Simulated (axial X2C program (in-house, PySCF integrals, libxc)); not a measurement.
# Estimating the spin–orbit splitting of the π levels of IO⁻

All values were computed with an in-house all-electron X2C program for linear molecules (integrals from PySCF). Spin-free means the one-electron spin-free X2C Hamiltonian; two-component (2c) means X2C with spin–orbit coupling and atomic mean-field two-electron Coulomb and Gaunt terms, so the difference of the two also holds small scalar two-electron terms. Basis: I dyall-acv3z [12s13p9d5f1g], O dyall-av3z [7s6p3d2f] (cores contracted in-house); Gaussian nuclei, density fitting, unrestricted open shells. Masses: I 126.904 u, O 15.995 u.

Hartree–Fock at 1.927 Å, closed shell. Valence p splittings ε(p3/2) − ε(p1/2) of spherical Dirac–Hartree–Fock atoms with fractionally filled p shells: I 5p 1.128 eV, O 2p 0.038 eV.

```csv
"filled π level (eV), spin-free",I p share,O p share
-7.11,0.29,0.67
-3.43,0.62,0.26
```

(1) In first order a p shell splits by 3ζ/2 and a π orbital by ζ. Estimate the splitting of each π level from the shares.

The two-component Hartree–Fock calculation gives:

```json
{"ε(ω = 1/2) (eV)": "-7.360", "σ share of it": "0.12", "ε(ω = 3/2) (eV)": "-6.982", "splitting (eV)": "0.38", "estimate (eV)": "0.24"}
{"ε(ω = 1/2) (eV)": "-3.679", "σ share of it": "0.02", "ε(ω = 3/2) (eV)": "-3.151", "splitting (eV)": "0.53", "estimate (eV)": "0.47"}
```

The estimate leaves out the mixing of π1/2 with σ1/2 levels, which pushes the ω = 1/2 spinor up or down, the d and f parts of the orbital, small shares of the strongly split outer-core p shell of a metal, the Gaunt term (absent from the atomic values), and the change of the atomic p orbitals with charge; Löwdin shares depend on the basis.

Answers

(1) level -7.11 eV: (2/3) × (0.29 × 1.128 + 0.67 × 0.038) = 0.24 eV; level -3.43 eV: (2/3) × (0.62 × 1.128 + 0.26 × 0.038) = 0.47 eV.
